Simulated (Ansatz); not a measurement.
Ga4As4H14, a cluster cut from wurtzite GaAs (hydrogen-capped). The state is a singlet with charge 0. Geometry PBE-D4/def2-SVP; atoms count from 1.

Cartesian coordinates in Å:
```
Ga 0.823 -2.609 0.707
As 2.339 -0.760 -0.252
Ga -2.250 -0.780 -1.524
As -1.290 -1.295 0.714
As -0.443 0.902 -2.261
Ga 1.501 1.509 -0.832
Ga -1.410 0.542 2.390
As 0.325 2.091 1.281
H 0.826 -3.702 -0.432
H 1.387 -2.810 2.168
H 3.096 -1.218 -1.494
H 3.564 -0.505 0.620
H -2.052 -1.979 -2.531
H -3.546 0.113 -1.409
H -2.295 -2.303 1.271
H 0.173 0.533 -3.607
H -1.035 2.239 -2.695
H 2.535 2.548 -1.405
H -0.711 0.136 3.746
H -2.753 1.360 2.261
H 1.439 2.493 2.242
H -0.222 3.496 1.043
```

Single mean-field runs in def2-TZVP are fitted with def2-universal-jkfit.

Estimate the Mulliken populations from the PBE0/def2-TZVP orbitals of Ansatz.


```
atom  charge (e)
 Ga1        0.23
 As2       -0.27
 Ga3        0.23
 As4       -0.42
 As5       -0.27
 Ga6        0.31
 Ga7        0.23
 As8       -0.27
  H9       -0.07
 H10       -0.07
 H11        0.10
 H12        0.10
 H13       -0.07
 H14       -0.07
 H15        0.09
 H16        0.10
 H17        0.10
 H18       -0.05
 H19       -0.07
 H20       -0.07
 H21        0.10
 H22        0.10
```
Mulliken values depend strongly on the basis.

And the Mayer bond orders between heavy atoms (over 0.3)?

Ga1–As2 0.56 (2.58 Å); Ga1–As4 0.74 (2.49 Å); As2–Ga6 0.74 (2.49 Å); Ga3–As4 0.74 (2.49 Å); Ga3–As5 0.56 (2.58 Å); As4–Ga7 0.74 (2.49 Å); As5–Ga6 0.74 (2.49 Å); Ga6–As8 0.74 (2.49 Å); Ga7–As8 0.56 (2.58 Å).
